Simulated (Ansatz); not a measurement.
Start from `C[Si@H](O)O[Si@@H](O)F` and change one atom or group to get `CO[SiH](C)O`.

Ansatz, PBE0-D4/def2-TZVP geometries, multiplicity 1. Each molecule was computed in one conformer, which needn't be the lowest.

```json
{"property": "LUMO energy (B3LYP/def2-TZVPP) / eV", "`C[Si@H](O)O[Si@@H](O)F`": "-0.03"}
{"property": "LUMO energy (PBE/def2-TZVPP) / eV", "`C[Si@H](O)O[Si@@H](O)F`": "-0.55"}
{"property": "HOMO energy (PBE/def2-TZVPP) / eV", "`C[Si@H](O)O[Si@@H](O)F`": "-7.38"}
{"property": "LUMO energy (PBE0/def2-TZVPP) / eV", "`C[Si@H](O)O[Si@@H](O)F`": "0.33"}
{"property": "LUMO energy (ωB97M-V/def2-TZVPP) / eV", "`C[Si@H](O)O[Si@@H](O)F`": "1.80"}
{"property": "HOMO–LUMO gap (PBE0/def2-TZVPP) / eV", "`C[Si@H](O)O[Si@@H](O)F`": "9.19"}
```

(1) What does the change do to each property? (An estimate is asked.)

## Answers

(1) The calculation gave: 
| property | `CO[SiH](C)O` | shift |
| --- | --- | --- |
| LUMO energy (B3LYP/def2-TZVPP) / eV | 0.41 | 0.44 |
| LUMO energy (PBE/def2-TZVPP) / eV | -0.11 | 0.44 |
| HOMO energy (PBE/def2-TZVPP) / eV | -6.57 | 0.81 |
| LUMO energy (PBE0/def2-TZVPP) / eV | 0.76 | 0.43 |
| LUMO energy (ωB97M-V/def2-TZVPP) / eV | 2.23 | 0.43 |
| HOMO–LUMO gap (PBE0/def2-TZVPP) / eV | 8.88 | -0.31 |

With PBE0 the HOMO rises by 0.74 eV and the LUMO rises by 0.43 eV, so the gap narrows by about 0.31 eV. PBE moves the HOMO by 0.81 eV and ωB97M-V by 0.65 eV.

B3LYP here is the variant with VWN-RPA as its local correlation; programs differ in this.
